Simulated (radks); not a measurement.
The numbers below are computed, except where a source is named.
How relativity changes the ionisation of neutral gadolinium ([Xe] 4f7 5d1 6s2) to Gd+ ([Xe] 4f7 5d1 6s1). Spin-unpolarised spherical Kohn-Sham, LDA (Slater exchange, Perdew-Wang correlation), point nucleus unless stated (finite: rms radius 5.1569 fm), a radial shooting solver on a logarithmic mesh with Libxc functionals. A level marked "c x" has the speed of light scaled by that factor and shares open shells by 2j + 1; other Dirac levels either fill j = l - 1/2 first or share by 2j + 1.

[
 {"level": "non-rel.", "E(Gd) (hartree)": "-10816.6275", "E(Gd+) (hartree)": "-10816.3939", "IE (eV)": "6.355", "HOMO": "5d", "<r> HOMO (bohr)": "2.667"},
 {"level": "scalar-rel.", "E(Gd) (hartree)": "-11263.5662", "E(Gd+) (hartree)": "-11263.3144", "IE (eV)": "6.850", "HOMO": "5d", "<r> HOMO (bohr)": "2.826"},
 {"level": "scalar-rel., finite nucleus", "E(Gd) (hartree)": "-11262.7079", "E(Gd+) (hartree)": "-11262.4562", "IE (eV)": "6.849", "HOMO": "5d", "<r> HOMO (bohr)": "2.826"},
 {"level": "Dirac, 2j+1 shares", "E(Gd) (hartree)": "-11272.5268", "E(Gd+) (hartree)": "-11272.2751", "IE (eV)": "6.850", "HOMO": "5d5/2", "<r> HOMO (bohr)": "2.870"},
 {"level": "Dirac, low j first", "E(Gd) (hartree)": "-11272.6161", "E(Gd+) (hartree)": "-11272.3654", "IE (eV)": "6.822", "HOMO": "5d3/2", "<r> HOMO (bohr)": "2.782"},
 {"level": "Dirac, 2j+1 shares, finite nucleus", "E(Gd) (hartree)": "-11271.6634", "E(Gd+) (hartree)": "-11271.4117", "IE (eV)": "6.849", "HOMO": "5d5/2", "<r> HOMO (bohr)": "2.870"},
 {"level": "Dirac, c x 0.85", "E(Gd) (hartree)": "-11479.3042", "E(Gd+) (hartree)": "-11479.0433", "IE (eV)": "7.100", "HOMO": "5d5/2", "<r> HOMO (bohr)": "2.963"},
 {"level": "Dirac, c x 1.25", "E(Gd) (hartree)": "-11096.2773", "E(Gd+) (hartree)": "-11096.0330", "IE (eV)": "6.650", "HOMO": "5d5/2", "<r> HOMO (bohr)": "2.791"},
 {"level": "Dirac, c x 3", "E(Gd) (hartree)": "-10862.4732", "E(Gd+) (hartree)": "-10862.2380", "IE (eV)": "6.402", "HOMO": "5d5/2", "<r> HOMO (bohr)": "2.687"}
]

NIST Atomic Spectra Database: 6.150 eV (measured). The relativistic part of the total energy of Gd is -455 hartree (Dirac, 2j+1 shares, finite nucleus), 4.2 % of the non-relativistic value. Spin polarisation and multiplet splitting of open shells are left out at every level.

Beside tabulated values, note that relativity, absent from the non-relativistic runs, is large for the heavy elements, and spin-unpolarised runs miss the spin-polarisation part of the exchange energy of open shells.
